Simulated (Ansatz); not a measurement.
`BC[SiH2]Cl` and `Cl[SiH2][CH2][GaH2]` differ in one element.

Ansatz, PBE0-D4/def2-TZVP geometries, multiplicity 1. Each molecule was computed in one conformer, which needn't be the lowest.

Scalar relativity is left out up to krypton.

```
                               property  `BC[SiH2]Cl`
  HOMO energy (ωB97M-V/def2-TZVPP) / eV        -11.05
     HOMO energy (PBE0/def2-TZVPP) / eV         -8.84
    LUMO energy (B3LYP/def2-TZVPP) / eV         -1.99
    HOMO–LUMO gap (PBE/def2-TZVPP) / eV          4.79
      LUMO energy (PBE/def2-TZVPP) / eV         -2.75
HOMO–LUMO gap (ωB97M-V/def2-TZVPP) / eV         11.17
```

(1) Give the same properties after the change, and the shifts. (Estimate.)

## Answers

(1) The calculation gave: 
```
                               property  `Cl[SiH2][CH2][GaH2]`  shift
  HOMO energy (ωB97M-V/def2-TZVPP) / eV                 -10.09   0.96
     HOMO energy (PBE0/def2-TZVPP) / eV                  -7.93   0.91
    LUMO energy (B3LYP/def2-TZVPP) / eV                  -1.10   0.89
    HOMO–LUMO gap (PBE/def2-TZVPP) / eV                   5.07   0.28
      LUMO energy (PBE/def2-TZVPP) / eV                  -1.68   1.07
HOMO–LUMO gap (ωB97M-V/def2-TZVPP) / eV                  10.89  -0.28
```

B3LYP here is the variant with VWN-RPA as its local correlation; programs differ in this.
